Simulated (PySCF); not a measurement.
Gas-phase equilibrium of 1 mol SnCl4, 0.56 mol H2 at 1800 K and 1.00 bar, among 14 species (SnCl4, HCl, SnH2, SnHCl3, SnCl3, H, H2, SnH4, SnCl2, SnH2Cl2, Cl, Cl2, SnH3Cl, SnHCl). Only gases are allowed; each row takes one source of thermochemistry for all species, and Cantera finds the minimum.

Energies from PySCF, thermal terms from the rigid-rotor harmonic-oscillator model, ideal gas at 1 bar. † marks an energy on the PBE0/def2-TZVP geometry and frequencies; other levels use their own. MP2 freezes the core. Open shells (unrestricted) among the columns below: SnCl3 (multiplicity 2), H (multiplicity 2), Cl (multiplicity 2, electronic degeneracy 6); the rest are closed-shell singlets. Spin-orbit splitting is ignored; it lowers the true energy and changes the entropy of Cl. Sn: scalar-relativistic def2 core potential, no spin-orbit coupling. SnCl3: computed as isolated molecules; such fragments, hydroxides, amides, oligomers or adducts are transient or little studied in the gas. MP2 isn't extrapolated to the basis-set limit. The harmonic model lacks anharmonicity and excited electronic states, which grow with temperature; levels with a mode under 35 cm⁻¹ are left out. Soft modes under 120 cm⁻¹ make the harmonic entropy rough for SnCl4, SnCl3, SnCl2.

Molecules larger than those listed are left out.

With MP2/def2-SVP† thermochemistry: HCl 0.44, SnCl2 0.30, Cl 0.16, SnCl4 0.092, Cl2 0.0025, SnCl3 0.0040, H2 5.2e-6, H 4.1e-6.

Q: How far does the composition move with the other sources (MP2/def2-TZVPP†, PBE0/def2-QZVP†, PBE0/def2-SVP†, PBE0/def2-TZVP, ωB97M-V/def2-TZVP†)?

A: 
```csv
thermochemistry,x HCl,x SnCl2,x Cl,x SnCl4,x Cl2,x SnCl3,x H2,x H
MP2/def2-SVP†,0.44,0.30,0.16,0.092,0.0025,0.0040,5.2e-6,4.1e-6
MP2/def2-TZVPP†,0.47,0.31,0.078,0.11,0.036,0.0018,1.6e-6,1.1e-6
PBE0/def2-QZVP†,0.43,0.35,0.090,0.036,0.087,0.0043,1.4e-6,9.1e-7
PBE0/def2-SVP†,0.42,0.33,0.16,0.046,0.039,0.0052,1.0e-6,1.0e-6
PBE0/def2-TZVP,0.43,0.35,0.094,0.038,0.083,0.0043,2.0e-6,1.1e-6
ωB97M-V/def2-TZVP†,0.45,0.33,0.076,0.067,0.071,0.0034,2.8e-6,7.5e-7
```
The most sensitive of these is Cl2: it spans a factor of 10^1.5 over these rows; at this temperature one factor of ten is RT ln 10 = 34 kJ/mol.
